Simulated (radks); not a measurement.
All-electron atom: La II in [Xe] 5d2. Method: Dirac Kohn-Sham, relativistic LDA (MacDonald-Vosko exchange, VWN5 correlation), spin-unpolarised, spherical densities, finite nucleus; open shells fill j = l - 1/2 first; Fermi nuclear charge, rms radius 4.855 fm; computed with a radial shooting solver on a logarithmic mesh with Libxc functionals.

Spin-orbit splittings of the eigenvalues, e(l+1/2) - e(l-1/2), with zeta = 2 splitting/(2l+1) and mean radii in bohr:

\begin{tabular}{lrrrrr}
shell & occ. & splitting (eV) & zeta (eV) & <r> j=l-1/2 & <r> j=l+1/2 \\ \hline
2p & 6 & 408.9 & 272.6 & 0.09013 & 0.09620 \\
3p & 6 & 79.72 & 53.15 & 0.2754 & 0.2874 \\
3d & 10 & 17.15 & 6.858 & 0.2581 & 0.2619 \\
4p & 6 & 17.10 & 11.40 & 0.6756 & 0.7029 \\
4d & 10 & 2.980 & 1.192 & 0.7627 & 0.7725 \\
4f & 0 & 0.2770 & 0.07914 & 1.175 & 1.189 \\
5p & 6 & 2.509 & 1.673 & 1.759 & 1.843 \\
5d & 2 & 0.1924 & 0.07695 & 2.870 & 2.921 \\
\end{tabular}
